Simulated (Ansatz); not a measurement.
Total energies of B₆P₄Cl₆, a halide-capped nanocrystal cut from zinc blende BP (6 Cl on the cations) from Ansatz at PBE-D4/def2-SVP, gas phase (1 Eh = 27.2114 eV = 2625.5 kJ/mol). The reference geometry is relaxed at PBE-D4/def2-SVP.

```xyz
16

P    -0.906    2.082   -0.479
P    -0.575   -0.514    1.867
P     2.143    0.276   -0.238
P    -0.749   -1.263   -1.614
B     1.023    1.853   -0.409
B     1.163   -0.801    1.058
B    -0.580    1.343    1.276
B    -1.605    0.381   -1.071
B    -1.225   -1.479    0.286
B     1.147   -0.940   -1.388
Cl    1.952    3.354   -0.461
Cl    1.953   -2.333    1.482
Cl   -0.088    2.463    2.558
Cl   -3.378    0.368   -1.132
Cl   -2.408   -2.743    0.610
Cl    2.132   -2.051   -2.346
```

```csv
state,geometry,energy (Eh)
charge 0 singlet,reference,-4272.69880
charge 1 doublet,reference,-4272.39296
charge 1 doublet,relaxed at PBE-D4/def2-SVP,-4272.40974
charge -1 doublet,reference,-4272.79697
free P atom (quartet),–,-340.98790
free B atom (doublet),–,-24.58153
free Cl atom (doublet),–,-459.79702
```

(1) Work out the vertical ionisation energy to the doublet.

(2) Work out the vertical electron affinity, to the doublet.

(3) Give the fundamental gap IE − EA, the Mulliken electronegativity (IE + EA)/2 and the hardness (IE − EA)/2.

(4) How much does the charge 1 doublet relax, and what is the adiabatic ionisation energy?

(5) What is the binding energy per atom against free atoms?

(1) E(charge 1 doublet) − E(charge 0 singlet) = -4272.39296 − (-4272.69880) = 0.30584 Eh = 8.32 eV. For comparison, −ε of the highest occupied level is 6.22 eV at this level, 2.10 eV less.

(2) E(charge 0 singlet) − E(charge -1 doublet) = -4272.69880 − (-4272.79697) = 0.09817 Eh = 2.67 eV. The basis lacks diffuse functions, which makes affinities too small.

(3) From the values in Eh: IE − EA = 0.30584 − 0.09817 = 0.20767 Eh = 5.65 eV; (IE + EA)/2 = 5.50 eV; (IE − EA)/2 = 2.83 eV. The HOMO–LUMO gap of the same run is 1.60 eV, 4.05 eV smaller than the fundamental gap.

(4) Relaxation: -4272.39296 − (-4272.40974) = 0.01678 Eh = 0.46 eV. Adiabatic ionisation energy: 0.28906 Eh = 7.87 eV, without zero-point energy. 

(5) Atoms: 4 × (-340.98790) + 6 × (-24.58153) + 6 × (-459.79702) = -4270.22290 Eh. Binding: -4270.22290 − (-4272.69880) = 2.47590 Eh = 67.37 eV, or 4.21 eV for each of 16 atoms (no zero-point energy, no counterpoise term).

At PBE-D4/def2-SVP the gap within one spin of the charge 1 doublet nearly closes, so an electron or hole may be smeared out by delocalisation error.
